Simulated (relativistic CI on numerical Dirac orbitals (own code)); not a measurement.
## Sb: what numerical and physical settings do to a radial Dirac CI calculation

Reference input:

```
atom Sb  Z=51  charge=0  electrons=51
nucleus A=121  rms_radius_fm=4.6802
hamiltonian dirac-coulomb  breit=on  qed=on  c_scale=1
orbitals kli  potential=per-configuration
slater_scale 1
correlation none
mixing on
grid step=0.0125 r_max=201.2
scf mixing=0.4 start=green max_iterations=150 tolerance=2e-08 node_fill=0.05
configurations
  [Kr] 4d10 5s2 5p3
  [Kr] 4d10 5s2 5p2 5d
  [Kr] 4d10 5s 5p4
end
```

Computed lowest total energy -6472.66415 Ha, first excitation 11921.0 cm⁻¹, 35 SCF steps. Runs with settings changed; * marks those that are bad on purpose:

| Changed | Outcome | Lowest level | ΔE (Ha) | First excitation (cm⁻¹) | SCF steps | Message |
| --- | --- | --- | --- | --- | --- | --- |
| SCF tolerance 0.0001, Breit term off | converged | 5s2 5p3 4S°_3/2 | -4.73 | 11904.8 | 22 |  |
| SCF mixing 0.9, Slater scale 0.5 | converged | 5s2 5p3 4S°_3/2 | 0.0266 | 5720.7 | 28 |  |
| grid step 0.02, QED terms off, start potential thomas-fermi | converged | 5s2 5p3 4S°_3/2 | -3.16 | 11922.5 | 34 |  |
| grid step 0.03 | converged | 5s2 5p3 4S°_3/2 | 0.000327 | 11921.0 | 35 |  |
| end of the grid at 16.1 bohr * | not converged |  |  |  | 11 | orbital 5p1/2 not found |
| charge -1 * | refused |  |  |  | 0 | configuration [Kr] 4d10 5s2 5p3 has 51 electrons, the ion has 52 |

With so few configurations and no correlation, terms lie too far apart (by 10 to 50 % near neutrality), their order can be wrong, and levels of other configurations are missing.
